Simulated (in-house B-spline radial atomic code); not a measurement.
Configurations of Cu+, with energies counted from [Ar] 3d10. All numbers are computed (scalar-relativistic (X2C) LC-wPBE, spin-polarised, spherical fractional occupations; Fermi nucleus of rms radius 3.8823 fm) with a radial B-spline atomic code at the basis-set limit, not measured. Caution: exact exchange at fractional occupations of open shells leaves self-interaction of up to several eV. Shells without spins written out take the highest spin.

Occupations are held fixed; configurations that lie above the ionisation limit could autoionise.

```
                                  configuration  E - E(ref) (eV)  highest orbital  its <r> (bohr)
                                   [Ar] 3d9 4s1           7.3133            4s up           2.449
                                   [Ar] 3d9 4d1           20.668            4d up           6.378
                                   [Ar] 3d9 4f1           22.632            4f up           10.67
[Ne] 3s2 3p(3 up, 2 down) 3d10 4p(1 up, 0 down)           83.174            4p up           3.333
                          [Ne] 3s2 3p5 3d10 4f1           90.426            4f up           10.68
```

**Question.** Order these further configurations by energy, lowest first.
A. [Ne] 3s2 3p(2 up, 3 down) 3d10 4s(1 up, 0 down)
B. [Ne] 3s2 3p(3 up, 2 down) 3d10 4d(1 up, 0 down)
C. [Ne] 3s2 3p5 3d10 4s1
D. [Ar] 3d(5 up, 4 down) 4d(0 up, 1 down)
E. [Ar] 3d9 4p1

**Answer.** E (15.39 eV), D (20.684 eV), C (75.066 eV), A (75.119 eV), B (88.455 eV).
